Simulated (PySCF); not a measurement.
PySCF input file for C3H6ClFSi, SMILES C/C(Cl)=C/[SiH2]F, SMD-M06-2X/def2-SVP. The structure is a stationary point at B3LYP-D3(BJ)/def2-SVP. The structure was generated by enumeration; whether it is a known compound was not checked. The values are those of a single conformer.

```python
import numpy as np
from pyscf import gto, scf, dft
from pyscf.solvent import smd

mol = gto.M(
    atom='''
    C     1.41222489    2.29147569   -0.00000000
    C     0.51175449    1.09850819    0.00000000
    Cl   -1.20869116    1.52553067    0.00000000
    C     0.85154426   -0.19587053    0.00000000
    Si   -0.36924901   -1.60507418    0.00000000
    F     0.51692387   -2.97739364    0.00000000
    H     1.22362660    2.91841619   -0.88656567
    H     1.22362660    2.91841619    0.88656567
    H     2.46544899    1.97723167    0.00000000
    H     1.92457323   -0.42255452    0.00000000
    H    -1.21274810   -1.61131480   -1.22323245
    H    -1.21274811   -1.61131480    1.22323244
    ''',
    basis='def2-SVP',
    charge=0,
    spin=0,
    max_memory=1600,
    verbose=3,
)
mf = dft.RKS(mol, xc='m06-2x').density_fit(auxbasis='def2-universal-jkfit')
mf.grids.level = 4
mf.conv_tol = 1e-9
mf.max_cycle = 100
mf.kernel()
res = {}
for name in ['water', '2-propanol', 'n-hexane']:
    s = mf.SMD()
    s.with_solvent.solvent, s.with_solvent.sasa_ng = name, 194
    s.kernel(mf.make_rdm1())
    res[name] = (s.e_tot, s.with_solvent.get_cds(), s.dip_moment(), s.mo_energy, s.converged)
    print(f'SMD {name}: dG(solv) = {(s.e_tot - mf.e_tot) * 627.509474:.3f} kcal/mol, of which CDS {res[name][1] * 627.509474:.3f}')
```

Program output:

```
converged SCF energy = -966.983771492865
converged SCF energy = -966.982869335885
Dipole moment(X, Y, Z, Debye):  1.53248,  2.56298,  0.00000
SMD water: dG(solv) = 0.566 kcal/mol, of which CDS 4.248
converged SCF energy = -966.990193856172
Dipole moment(X, Y, Z, Debye):  1.50208,  2.54250,  0.00000
SMD 2-propanol: dG(solv) = -4.030 kcal/mol, of which CDS -0.563
converged SCF energy = -966.98857937157
Dipole moment(X, Y, Z, Debye):  1.23732,  2.32084,  0.00000
SMD n-hexane: dG(solv) = -3.017 kcal/mol, of which CDS -1.626
```

Self-consistency was reached.
